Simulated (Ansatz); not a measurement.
Basis-set extrapolation for CH₄BF₂N (`NBC(F)F`) (PBE0-D4/def2-TZVP geometry, frozen core, the Gaussian-basis code of Ansatz). Multiplicity 1, RHF reference.

```tsv
	def2-TZVPP	def2-QZVPP
HF	-318.386842	-318.401039
MP2 correlation	-0.973223	-1.054649
CCSD(T) correlation	-1.032512	not run
```

Energies in hartree. Use E(X) = E(∞) + A·exp(−7.88·√X) for Hartree–Fock and E(X) = E(∞) + B·X^(−2.97) for correlation, with X = 3 and 4, and add CCSD(T) minus MP2 of the smaller set to the MP2 limit.

Task: What is the CCSD(T) energy at the basis-set limit?

Result: HF limit: -318.401039 + (-0.014197) × 0.13774 = -318.40299. MP2 limit: -1.054649 + (-0.081426) × 0.74074 = -1.11496. Higher-order term: -1.032512 − (-0.973223) = -0.05929. Total: -319.57724 hartree, 414.5 kJ/mol below CCSD(T)/def2-TZVPP.
